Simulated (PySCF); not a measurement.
## Bond length, frequency and bond energy of LiBr by level of theory

State: ¹Σ⁺ (singlet), closed shell. Set-up: Li aug-pcseg-1, Br aug-pcseg-1; no relativity (PySCF 2.14). De refers to Li + Br in their high-spin ground configurations, without counterpoise correction. A positive dipole means Li(−)Br(+).

```tsv
Level	Re (Å)	ωe (cm⁻¹)	De (eV)	μ (D)
RHF	2.226	544	3.40	-7.73
RHF-MP2	2.227	534	4.29	n/a
RHF-SCS-MP2	2.226	533	4.21	n/a
RHF-CCSD	2.226	533	4.18	n/a
RHF-CCSD(T)	2.228	531	4.21	n/a
PBE	2.205	543	4.36	-7.08
r²SCAN	2.213	541	4.49	-7.38
TPSSh	2.206	545	4.45	-7.25
PBE0	2.199	551	4.35	-7.25
B97-3	2.202	549	4.40	-7.35
B2PLYP	2.206	546	4.34	-7.41
```

Which functional lies closest to RHF-CCSD(T) in De, which farthest, and by how much do they differ from it?

Closest is B2PLYP (-2.2 pm in Re, +2.8 % in ωe, +0.13 eV in De against RHF-CCSD(T) in the same basis), farthest r²SCAN (-1.5 pm in Re, +1.9 % in ωe, +0.28 eV in De). CCSD(T) converges more slowly with the basis than the functionals do and binds too weakly in this one, so the order can change at the basis-set limit.

What does the step from GGA to meta-GGA do here, going from PBE to r²SCAN?

r²SCAN less PBE: +0.8 pm in Re, -0.4 % in ωe, +0.13 eV in De. 

What does second-order correlation do here, going from RHF to RHF-MP2?

RHF-MP2 less RHF: +0.1 pm in Re, -1.8 % in ωe, +0.89 eV in De. Correlation nearly always deepens the well. The bond length hardly moves.

Measured (Huber and Herzberg, Constants of Diatomic Molecules (1979)): Re = 2.170427 Å, ωe = 563.16 cm⁻¹.

Correlated steps freeze 9 core orbitals. Correlated levels converge slowly with the basis: in double zeta they bind strong bonds too weakly, by up to about 1 eV, and carry superposition errors of some tenths. Where the molecule has an RHF reference, its open-shell atoms are computed with UHF. B2PLYP dipoles, levels and charges come from its SCF part alone.

The whole job (state search and all levels along the bond) took about 1.3 min on 1 thread of Arm Neoverse V1 (shared host), peak memory 0.52 GiB.
